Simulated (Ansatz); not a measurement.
# Redistribution: C3H7Br + C4H5N → C3H8 + C4H4BrN

Species: C3H7Br (2-bromopropane) `CC(C)Br`, singlet; C4H5N (pyrrole) `c1cc[nH]c1`, singlet; C3H8 (propane) `CCC`, singlet; C4H4BrN `Brc1ccc[nH]1`, singlet. The partners trade Br for H; both sit on C, so the bond types are kept.

Shapes, held fixed at every level: PBE0-D4/def2-TZVP. Programs: Ansatz 0.2.0. The zero-point and thermal change to 298 K, harmonic and unscaled (PBE0-D4/def2-TZVP), is -0.5 kJ/mol.

| level | kind | ΔH(298 K) (kJ/mol) | less CCSD(T)/def2-TZVPP | CPU time (sum over the molecules) |
| --- | --- | --- | --- | --- |
| HF/def2-TZVPP | Hartree–Fock | +24.8 | +4.4 | – |
| PBE-D4/def2-TZVPP | GGA | +16.8 | -3.6 | 24 s |
| r2SCAN-D4/def2-TZVPP | meta-GGA | +20.5 | +0.1 | 46 s |
| BHLYP-D4/def2-TZVPP | global hybrid | +21.4 | +1.0 | 30 s |
| PBE0-D4/def2-TZVPP | global hybrid | +17.8 | -2.6 | 29 s |
| CCSD(T)/def2-SVP | coupled cluster or CI | +16.8 | -3.6 | 58 s |
| CCSD(T)/def2-TZVPP | coupled cluster or CI | +20.4 | 0.0 | 22 min |

The highest level, CCSD(T)/def2-TZVPP, gives ΔH(298 K) = +20.4 kJ/mol; the levels span +16.8 to +24.8. The column of differences is taken from that level and isn't an error. No measured value is set beside it here. Relativity is left out for Br unless named. Correlated rows may include outer-core shells of Br, which these sets cover unevenly. Times are processor times on shared x86 and Arm servers, and rough.
